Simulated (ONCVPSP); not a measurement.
# gallium: one change to an ONCV potential, before and after

```json
{
  "Element": "Ga",
  "Generator": "ONCVPSP 4.0.1",
  "Type": "optimised norm-conserving Vanderbilt (ONCV)",
  "Functional": "Wu-Cohen",
  "Relativity": "fully relativistic",
  "Frozen core": "[Ne] 3s2",
  "Valence charge": "19",
  "Reference configuration": "3p6 3d10 4s2 4p1",
  "Partial waves": "4s: rc 1.60 bohr, ncon 4, nbas 7, qcut 4.3 1/bohr, 2 projectors, debl 1.4 Ha; 3p+4p: rc 1.20 bohr, ncon 4, nbas 7, qcut 14.4 1/bohr, 3 projectors, debl 2.5 Ha; 3d: rc 0.70 bohr, ncon 4, nbas 7, qcut 13.2 1/bohr, 2 projectors, debl 1 Ha",
  "Local potential": "polynomial inside 0.50 bohr (lpopt 5, dvloc0 2 Ha)",
  "Core correction": "polynomial model core, fcfact 0.65"
}
```

Open shells are filled in proportion to 2j + 1.

All-electron outer shells of the reference configuration (Wu-Cohen, scalar-relativistic, ld1.x):

```csv
shell,level (eV),outermost node (bohr),outermost maximum (bohr)
2p,-1098.89,–,0.15
3s,-147.85,0.27,0.56
3p,-98.74,0.24,0.56
3d,-19.15,–,0.53
4s,-8.99,0.81,1.90
4p,-2.56,0.87,2.53
```

Change: d: rc 0.78.

Cutoffs: the cutoffs (Ha) at which the residual kinetic energy of the hardest occupied pseudo-wave falls to 1 and 0.1 mHa per electron; they do not see the model core or the augmentation charge, which bear on the density cutoff. Errors are all-electron minus pseudo energies relative to the spin-unpolarised reference configuration.

Task: What does the change do?

Result: The potential gets softer (354 Ha and 472 Ha → 274 Ha and 355 Ha); both files keep a bound ghost (s); the errors of the 3 common tests hardly move. A larger radius leaves more room for a smooth pseudo-wave, so fewer plane waves are needed.

```csv
quantity,base,changed
"cutoff, loose",354 Ha,274 Ha
"cutoff, tight",472 Ha,355 Ha
loose cutoff by channel,"s 7.4 Ha, p 57 Ha, d 354 Ha","s 7.4 Ha, p 57 Ha, d 274 Ha"
bound ghosts,s,s
GHOST(+) flags under 300 eV,none,none
tests with a reliable result,3 of 4,3 of 4
"error for 3p6 3d10 4s2 4p0, meV [ΔE 5.68 eV]",+0.6,+0.6
"error for 3p6 3d10 4s1 4p0, meV [ΔE 26.87 eV]",-7.0,-6.7
"error for 3p6 3d10 4s1 4p1, meV [ΔE 13.13 eV]",-7.1,-6.9
s: phases at 1.63 bohr within 0.05 rad from the reference energy up to (Ha; the scan ends near 5),3.5,3.5
p3/2: phases at 1.22 bohr within 0.05 rad from the reference energy up to (Ha; the scan ends near 5),to the end of the scan,to the end of the scan
p1/2: phases at 1.22 bohr within 0.05 rad from the reference energy up to (Ha; the scan ends near 5),to the end of the scan,to the end of the scan
"rms error of d²Exc/dni dnj with the model core, mHa",4.74,4.73
```

 A true bound ghost makes a file unfit for plane-wave use even where its test errors are small: the radial tests pick states by their node count and pass the ghost by.
